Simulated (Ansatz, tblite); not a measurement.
Cost and result up the ladder for mer-VF3(H2O)3 (VO₃F₃H₆) (13 atoms). The state is a triplet with charge 0. Geometry: r2SCAN-D4/def2-SVP.

```xyz
13

V    -0.2522   -0.1716   -0.0085
F     0.6418   -1.1669    1.2290
F    -0.4439    1.2714   -1.1810
F    -1.9185   -0.8390    0.0542
O     1.7861    0.6348   -0.2306
H     2.1876    0.8167    0.6305
H     1.5792    1.4839   -0.6547
O     0.2537   -1.8182   -1.2523
H    -0.6048   -2.2714   -1.3059
H     0.7259   -2.2768   -0.5296
O    -0.9746    1.3846    1.2777
H    -1.8515    1.0261    1.4973
H    -1.1289    1.9264    0.4737
```

Ansatz on 4 threads of Arm Neoverse V1 on a shared host; xTB runs through tblite on one thread. Times are rough, summed over both states, and most runs start from the orbitals of an earlier one. PBE0-D4/def2-TZVP serves as the yardstick here, not as an exact answer. The other state is a doublet, and no other spin of it was run.

The xTB rows come from tblite.

Raw xTB energies of ions are shifted by several eV, and xTB has no spin-polarisation term.

| level | functions | wall time | vertical IE (eV) | difference from PBE0-D4/def2-TZVP (eV) |
| --- | --- | --- | --- | --- |
| GFN2-xTB | 39 | 0.011 s | 12.88 | 4.29 |
| GFN1-xTB | 45 | 0.016 s | 13.73 | 5.13 |
| PBE-D4/def2-TZVP (with forces) | 267 | 29 s | 7.55 | -1.05 |
| r2SCAN-D4/def2-TZVP | 267 | 62 s | 8.05 | -0.55 |
| PBE0-D4/def2-TZVP (with forces) | 267 | 66 s | 8.60 | 0.00 |
